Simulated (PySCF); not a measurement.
# J couplings in `I[C@]12C[C@H]1C2`, C₄H₅I

Geometry:
```
atom   x (Å)   y (Å)   z (Å)
  I1   1.098  -0.500   2.460
  C2   0.478  -0.102   0.509
  C3   0.100   1.187  -0.135
  C4  -0.840   0.020  -0.123
  C5   0.111  -1.037  -0.591
  H6   0.591   1.485  -1.073
  H7  -0.141   2.015   0.539
  H8  -1.847  -0.066   0.281
  H9  -0.118  -2.068  -0.298
 H10   0.603  -0.938  -1.571
```

[PySCF 2.14.0: indirect couplings; PBE0/pcJ-1 (dyall-v2z on I), gas phase, Gaussian nuclear model, structure from PBE0-D3(BJ)/def2-SVP]

Non-relativistic values:
```
    coupling       atoms  J (Hz)
1J(127I,13C)     I1 – C2  -230.9
2J(127I,13C)  I1 – C3/C5    -0.8
2J(127I,13C)     I1 – C4     4.4
 3J(127I,1H)  I1 – H7/H9     1.7
 3J(127I,1H)     I1 – H8    12.8
```

Task: What do two-component X2C with spin–orbit coupling give?

Result: 
| coupling | atoms | with spin–orbit (Hz) |
| --- | --- | --- |
| 1J(127I,13C) | I1 – C2 | -279.8 |
| 2J(127I,13C) | I1 – C3/C5 | -3.9 |
| 2J(127I,13C) | I1 – C4 | 4.4 |
| 3J(127I,1H) | I1 – H7/H9 | 1.3 |
| 3J(127I,1H) | I1 – H8 | 14.2 |

The largest listed coupling, 1J(127I,13C), ends at 1.21 times its non-relativistic value. Equivalent partners are averaged, as under fast rotation. Couplings to strongly quadrupolar nuclei (127I) are seldom resolved in solution.
